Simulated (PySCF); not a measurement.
## KLi: frontier orbitals

PBE at R = 3.413 Å; PySCF, no relativity, basis sets K 3-21G, Li 3-21G. State: ¹Σ⁺ (singlet), closed shell. Only the outer orbitals are listed, counted within each symmetry.

```
orbital  occ.  ε (eV)  on K (%)          main shells (%)
     4σ     2  -49.98         0                 100 Li s
     5σ     2  -35.09       100                  100 K s
     2π     2  -18.80       100                  100 K p
     2π     2  -18.80       100                  100 K p
     6σ     2  -18.79       100                  100 K p
     7σ     2   -2.84        34          63 Li s, 35 K s
     8σ     0   -1.76        60  39 K s, 28 Li s, 21 K p
     3π     0   -1.08        48          52 Li p, 48 K p
     3π     0   -1.08        48          52 Li p, 48 K p
```

**Question.** Which are the highest filled and the lowest empty level, where do they sit, and how wide is the gap?

**Answer.** Highest filled 7σ at -2.84 eV (in %: 63 Li s, 35 K s); lowest empty 8σ at -1.76 eV (in %: 39 K s, 28 Li s, 21 K p); the gap at PBE is 1.08 eV.

The bond order (Mayer) is 0.91, the ⟨S²⟩ is 0.000 and the charge on K (Mulliken, basis-dependent) is 0.30. The charge on K (Löwdin, basis-dependent) is 0.04 and the dipole moment (positive dipole means K(−)Li(+)) is -2.65 D. The polarisability along the bond is 457.1 bohr³. The polarisability across the bond is 258.0 bohr³.

Closed-shell solutions of metal pairs were not tested for spin polarisation, which can lower them a little. 3-21G is very small, so such numbers show the basis as much as the molecule.
